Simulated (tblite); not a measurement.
Run record: nudged-elastic-band run, `FC(C[C@@H](CC)C)F`.

Computed with GFN2-xTB (tblite), gas phase: nudged elastic band of 9 images (0 to 8), spring 0.2 eV/Å², climbing image at the end, force threshold 0.05 eV/Å. The top image wasn't refined or checked by frequencies; at this threshold it can lie a kcal/mol or more above the true saddle point of the method. A driver script takes a list of jobs; this job's settings line and coordinates (Å) are shown. «atoms» counts from 0 and names the dihedral (C4–C3–C5–C6 when counted from 1); «turn» is the rotation in degrees that makes the guess of the end point.

Command:
```bash
OMP_NUM_THREADS=1 python probes_run.py task.json out
```

Input:
```
{"job": {"kind": "neb", "xc": "GFN2-xTB", "basis": "xTB", "atoms": [3, 2, 4, 5], "turn": 120}, "charge": 0, "multiplicity": 1}
C      2.417884     0.494425    -0.743490
C      1.345713     0.524497     0.340070
C     -0.029190     0.042767    -0.142764
C     -0.012989    -1.449579    -0.466826
C     -1.075613     0.360072     0.934632
C     -2.505130     0.178192     0.456323
F     -2.791187     1.031650    -0.559266
F     -3.377432     0.480630     1.453243
H      3.330902     0.954851    -0.373489
H      2.654372    -0.522681    -1.044022
H      2.087645     1.046413    -1.620679
H      1.662831    -0.090301     1.185363
H      1.248353     1.552119     0.697378
H     -0.291789     0.599964    -1.048454
H      0.190497    -2.031443     0.430003
H     -0.963729    -1.773280    -0.882495
H      0.756472    -1.669385    -1.200677
H     -0.975851     1.400253     1.253709
H     -0.930224    -0.280402     1.806287
H     -2.746685    -0.838084     0.111819
```

Output:
```
image   E - E0 / eV
  0       0.0000
  1       0.0132
  2       0.0521
  3       0.1136
  4       0.1640
  5       0.1627
  6       0.1034
  7       0.0461
  8       0.0222
```

**Question.** Read off the barriers.

**Answer.** The highest image is 4: 0.164 eV (3.78 kcal/mol) above the start and 0.142 eV (3.27 kcal/mol) above the end. The band met its force threshold.

**Question.** Which dihedral does each image have?

**Answer.** 0: -68°, 1: -53°, 2: -38°, 3: -21°, 4: -3°, 5: 14°, 6: 32°, 7: 48°, 8: 59°.

**Question.** Give the geometry of the highest image and of the end point.

**Answer.** 
Image 4:
```
atom  x, y, z in Å
C1      2.529    0.256   -0.496
C2      1.325    0.411    0.425
C3     -0.025    0.297   -0.301
C4     -0.217   -1.103   -0.880
C5     -1.159    0.738    0.659
C6     -2.322   -0.223    0.839
F7     -3.071   -0.342   -0.285
F8     -3.168    0.271    1.784
H9      3.447    0.432    0.060
H10     2.583   -0.743   -0.920
H11     2.480    0.976   -1.310
H12     1.371   -0.343    1.215
H13     1.382    1.393    0.899
H14    -0.010    0.997   -1.142
H15    -0.218   -1.859   -0.100
H16    -1.146   -1.167   -1.440
H17     0.594   -1.329   -1.567
H18    -1.588    1.683    0.322
H19    -0.756    0.898    1.661
H20    -2.036   -1.234    1.163
```

Image 8:
```
atom  x, y, z in Å
C1      2.475    0.119   -0.222
C2      1.137    0.184    0.506
C3     -0.048    0.384   -0.448
C4     -0.319   -0.862   -1.289
C5     -1.310    0.830    0.304
C6     -1.891   -0.215    1.244
F7     -2.646   -1.126    0.581
F8     -2.734    0.375    2.134
H9      3.288    0.022    0.493
H10     2.512   -0.734   -0.894
H11     2.638    1.023   -0.805
H12     1.003   -0.736    1.078
H13     1.165    1.015    1.216
H14     0.209    1.206   -1.127
H15    -0.473   -1.734   -0.658
H16    -1.208   -0.721   -1.898
H17     0.517   -1.063   -1.953
H18    -2.091    1.097   -0.411
H19    -1.089    1.712    0.909
H20    -1.139   -0.765    1.827
```

**Question.** How long does this job take on one thread, Intel Xeon at 2.50 GHz (x86_64), on a shared host? And the peak memory of the process?

**Answer.** About 6.9 s, with 0.18 GiB resident at the peak, the Python interpreter and its libraries included.
